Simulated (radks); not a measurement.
Fractional charge and spin in the 3s shell of sulfur: the spin-up occupation runs from 0 to 1 and the spin-down occupation from 0 to 1; the fullest corner is S, [Ne] 3p(up 2, down 2) 3s(up 1, down 1). Method: scalar-relativistic Kohn-Sham, r2SCAN, spin-polarised, spherical densities, finite nucleus; meta-GGA in the generalised Kohn-Sham scheme; Fermi nuclear charge, rms radius of each element as measured or else 0.836 A^(1/3) + 0.57 fm; computed with a radial shooting solver on a logarithmic mesh with Libxc functionals. Energy (eV) minus the two flat planes that join the four corners (they meet along the diagonal where the two added fractions sum to one electron); zero is where a piecewise linear energy would lie.

down \ up       0    0.25     0.5    0.75       1
0           0.000  -1.058  -1.409  -1.054   0.000
0.25       -1.058  -1.266  -0.786   0.381  -0.933
0.5        -1.409  -0.786   0.506  -0.694  -1.239
0.75       -1.054   0.381  -0.694  -1.126  -0.924
1           0.000  -0.933  -1.239  -0.924   0.000

Corners above the fullest one (they belong to S+ and the next ion): (up 1, down 0) 22.857 eV, (up 0, down 1) 22.857 eV, (up 0, down 0) 58.350 eV. With half an added electron in each spin the energy lies 0.506 eV from the planes, and with half an added electron in spin up alone -1.409 eV. The planes are only a guide here: the flat-plane condition holds for ground states with one frontier orbital, while this shell lies below other occupied shells, so the corners above the fullest one are inner-hole states and not the ground states of those ions.
